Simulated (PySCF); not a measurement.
Species: C5H13Si2 (doublet state).
Cartesian coordinates in Å at the GFN2-xTB level; atoms count from 1:
```xyz
20
C5H13Si2 angstrom
C     -2.417   -1.297    0.275
C     -1.716   -0.306   -0.662
C     -0.245   -0.346   -0.471
C      0.536    0.661    0.043
Si    -0.225    2.320    0.571
C      1.911    0.488    0.192
Si     2.915   -1.022   -0.242
H     -2.225   -1.031    1.312
H     -2.047   -2.307    0.106
H     -3.491   -1.287    0.105
H     -2.103    0.698   -0.481
H     -1.954   -0.584   -1.695
H      0.230   -1.283   -0.737
H     -0.833    2.991   -0.584
H     -1.242    2.109    1.606
H      0.836    3.170    1.114
H      2.458    1.325    0.607
H      2.491   -2.194    0.538
H      2.798   -1.362   -1.667
H      4.317   -0.731    0.065
```

The hyperfine couplings belong to this conformer and change with its torsions.

The species is `CC[CH]/C([SiH3])=C\[SiH3]` [radical].

Level of theory: UKS B3LYP, pcH-1 on C H Si, non-relativistic, mean-field spin-orbit, GIAO (PySCF 2.14.0). Geometry: GFN2-xTB, one conformer, isolated molecule. Couplings are sensitive to structure, and on GFN2-xTB geometries they can be far from those on DFT ones. No stability test was run, so a lower SCF solution isn't excluded. ⟨S²⟩ is 0.775 where a pure state has 0.75.

Problem. Match the computed a_iso(29Si) values +29.7, -7.2 MHz with the sites Si5; Si7.

Solution. 
| site | a_iso (MHz) | ρ(0) (bohr⁻³) | position | distance from C6 (Å) | spin population | largest \|T\| (MHz) |
| --- | --- | --- | --- | --- | --- | --- |
| Si5 | -7.2 | +0.0081 | 2 bonds from C6 | 2.84 | +0.01 | 1.3 |
| Si7 | +29.7 | -0.0334 | 1 bond from C6 | 1.86 | -0.02 | 2.2 |

Problem. Match the computed a_iso(1H) values -39.2, -36.5, +28.8, +20.3, -5.6, +1.6 MHz (means over equivalent nuclei) with the sites H8/H9/H10; H11/H12; H13; H14/H15/H16; H17; H18/H19/H20.

Solution. 
| site | a_iso (MHz) | ρ(0) (bohr⁻³) | position | distance from C6 (Å) | bound to | spin population there | largest \|T\| (MHz) |
| --- | --- | --- | --- | --- | --- | --- | --- |
| H8/H9/H10 | +1.6 | +0.0004 | 3 bonds from C3 | 5.03 | C1 | +0.02 | 4.1 |
| H11/H12 | +28.8 | +0.0064 | 2 bonds from C3 | 4.25 | C2 | -0.05 | 5.6 |
| H13 | -36.5 | -0.0082 | 1 bond from C3 | 2.61 | C3 | +0.61 | 21.4 |
| H14/H15/H16 | -5.6 | -0.0013 | 3 bonds from C3 | 3.55 | Si5 | +0.01 | 2.3 |
| H17 | -39.2 | -0.0088 | 1 bond from C6 | 1.08 | C6 | +0.67 | 24.4 |
| H18/H19/H20 | +20.3 | +0.0045 | 2 bonds from C6 | 2.74 | Si7 | -0.02 | 3.9 |

ρ(0) is the spin density at the nucleus and T the dipolar tensor; a_iso includes a spin–orbit part; entries for several nuclei are means. The Mulliken spin populations are largest on C6 (+0.67), C3 (+0.61) and C4 (-0.25). The positive populations add up to 1.38 and the negative ones to -0.38, together 2S = 1. The angles at C6 add up to 360.0°, so it is planar; its axial dipolar tensor and the negative coupling of its proton fit spin in a p orbital normal to that plane. Main spin sites, with 60 % or more of the largest population: C3, C6; positions count bonds from the nearest.

Examples of negative spin density at the nucleus (bohr⁻³): C4 (-0.0387), Si7 (-0.0334) and C2 (-0.0175).

Means are taken over nuclei equivalent by connectivity, which assumes that they swap fast. The three 1H nuclei of mean +20.3 MHz run from -1.5 to 32.4 MHz in the frozen geometry. The three 1H nuclei of mean +1.6 MHz run from -2.4 to 8.8 MHz in the frozen geometry. The 1H value of +28.8 MHz is a mean of couplings from 2.2 to 55.5 MHz in this one geometry, not an average over conformers.
